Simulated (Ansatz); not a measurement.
`NC[S][GeH3]` + `N[SiH](O)O` → `O[SiH](O)[NH][GeH3]` + `NCS`  (ligand exchange at a Ge–S bond)

Program: Ansatz. Geometries: PBE0-D4/def2-TZVP. ΔE: electronic, gas phase. CCSD(T)/CBS is the MP2 limit (def2-TZVPP, def2-QZVPP) plus CCSD(T) − MP2 in def2-TZVPP, frozen cores. This one scheme is used for every species. Functionals use def2-TZVPP. B3LYP here is the variant with VWN-RPA as its local correlation; programs differ in this. For Ge outer-core shells are correlated without core-valence functions, which leaves a few kJ/mol of doubt a bond. Scalar relativity is left out up to krypton. Each species was taken in one conformer, which may not be the lowest.

`NC[S][GeH3]`:

Cartesian coordinates in Å:
```
N 0.846 1.027 -0.526
C 1.286 -0.269 -0.070
S 0.267 -0.854 1.316
Ge -1.720 -0.452 0.400
H 1.340 1.309 -1.364
H 0.992 1.730 0.188
H 2.316 -0.314 0.306
H 1.200 -0.977 -0.898
H -1.689 -0.905 -1.068
H -2.702 -1.317 1.209
H -2.136 1.021 0.507
```

`N[SiH](O)O`:

Cartesian coordinates in Å:
```
N 0.007 -0.277 1.227
Si 0.076 0.472 -0.314
O -1.407 0.312 -0.994
O 1.320 -0.216 -1.129
H 0.855 -0.401 1.759
H -0.772 -0.089 1.838
H 0.352 1.919 -0.376
H -1.828 -0.547 -0.927
H 1.397 -1.171 -1.083
```

`O[SiH](O)[NH][GeH3]`:

Z-matrix (Å, degrees):
```
Si
O 1 1.646
N 1 1.700 2 114.0
O 1 1.638 2 103.5 3 -119.3
H 1 1.484 2 110.5 3 120.2
H 2 0.958 1 117.2 3 -54.5
Ge 3 1.845 1 126.4 2 -70.6
H 3 1.008 1 116.5 2 125.5
H 4 0.959 1 116.0 2 -22.4
H 7 1.539 3 111.1 1 -97.6
H 7 1.532 3 106.9 1 23.1
H 7 1.540 3 108.4 1 142.5
```

`NCS`:

Cartesian coordinates in Å:
```
N 0.792 -0.254 -0.778
C -0.029 0.479 0.158
S -1.789 0.082 0.005
H 1.757 0.048 -0.713
H 0.763 -1.247 -0.583
H 0.036 1.544 -0.080
H 0.240 0.365 1.215
H -1.770 -1.017 0.777
```

| level | ΔE (kJ/mol) | difference from CCSD(T)/CBS |
| --- | --- | --- |
| PBE-D4 | 53.2 | 8.4 |
| r2SCAN-D4 | 49.9 | 5.1 |
| B3LYP-D4 | 46.3 | 1.5 |
| ωB97X-V | 44.3 | -0.5 |
| ωB97M-V | 46.8 | 2.0 |
| B2PLYP | 44.7 | -0.1 |
| PBE | 52.5 | 7.7 |
| PBE0 | 50.8 | 6.0 |
| SCS-MP2/def2-QZVPP | 42.3 | -2.5 |
| MP2/CBS(def2) | 48.5 | 3.7 |
| CCSD(T)/CBS | 44.8 | 0 |

Largest T1 diagnostic among the species: 0.011.

In def2-TZVPP, CCSD(T) changes the Hartree–Fock value by +6.4 kJ/mol (the triples alone add +2.0 kJ/mol) and MP2 by +10.1 kJ/mol.
